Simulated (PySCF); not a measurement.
These compounds are isomers of formula C6H12Si.

A. `C1C[SiH](C2CC2)C1`
B. SMILES C=C1CC[Si]1(C)C
C. SMILES CC1=CC[Si]1(C)C
D. SMILES C[SiH2]C1=C(C)CC1

Spectrum 1. 1H NMR (400 MHz, computed): δ 4.49 (q, 2H), 2.59 (m, 2H), 2.44 (m, 2H), 1.93 (s, 3H), 0.19 (t, 3H). 13C{1H} NMR (computed): δ 172.4 (C), 144.2 (C), 35.9 (CH2), 30.2 (CH2), 21.1 (CH3), -9.3 (CH3).

Spectrum 2. 1H NMR (400 MHz, computed): δ 4.34 (m, 1H), 2.21 (m, 1H), 2.12 (m, 1H), 1.61 (m, 2H), 1.42 (m, 2H), 0.68 (m, 2H), 0.13 (m, 2H), -0.05 (m, 1H). 13C{1H} NMR (computed): δ 19.7 (CH2), 15.3 (CH2), 3.0 (CH2), -0.7 (CH).

Spectrum 3. 1H NMR (400 MHz, computed): δ 5.91 (br s, 1H), 5.64 (br s, 1H), 2.88 (m, 2H), 1.27 (m, 2H), 0.27 (s, 6H). 13C{1H} NMR (computed): δ 169.3 (C), 131.5 (CH2), 32.0 (CH2), 12.4 (CH2), 0.5 (CH3).

Spectrum 4. 1H NMR (400 MHz, computed): δ 6.86 (t, 1H), 1.81 (s, 3H), 1.60 (m, 2H), 0.29 (s, 6H). 13C{1H} NMR (computed): δ 160.8 (C), 149.6 (CH), 23.1 (CH2), 21.8 (CH3), -0.7 (CH3).

No solvent, non-relativistic, single conformer, averaged over atoms made equivalent by symmetry, fast rotation or ring inversion. Shieldings: GIAO PBE0/pcSseg-1; geometry from GFN2-xTB; PySCF 2.14.

Scale: 1H (σref 31.72), 13C (σref 186.93) against TMS (reference shieldings calculated alike). Where no couplings were computed, multiplicities follow the n + 1 count of equivalent neighbours, and m marks all less simple cases (inequivalent or close neighbours, rings, F or P nearby). Shifts are as computed. Against solution values, carbons near 30 ppm lie about +3 ppm off and those near 130 ppm about +5 ppm. Of 1309 compounds with measured shifts, 239 miss one by over three times the rms of a fit or turn the order of signals round; such compounds aren't used in these exercises.

Task: Which spectrum belongs to which compound?

Result: 1–D, 2–A, 3–B, 4–C.

- Spectrum 1 (D): 6 13C signals; δC 144.2 is a fully substituted alkene carbon; δC 35.9 is an allylic sp3 CH2.
- Spectrum 2 (A): 4 13C signals; δC 19.7 is an sp3 CH2 in a ring; δC 3.0 is a three-membered-ring carbon.
- Spectrum 3 (B): 5 13C signals; δC 131.5 is a terminal =CH2 carbon; δC 32.0 is an allylic sp3 CH2.
- Spectrum 4 (C): 5 13C signals; δC 160.8 is a fully substituted alkene carbon; δC 149.6 is an alkene CH.
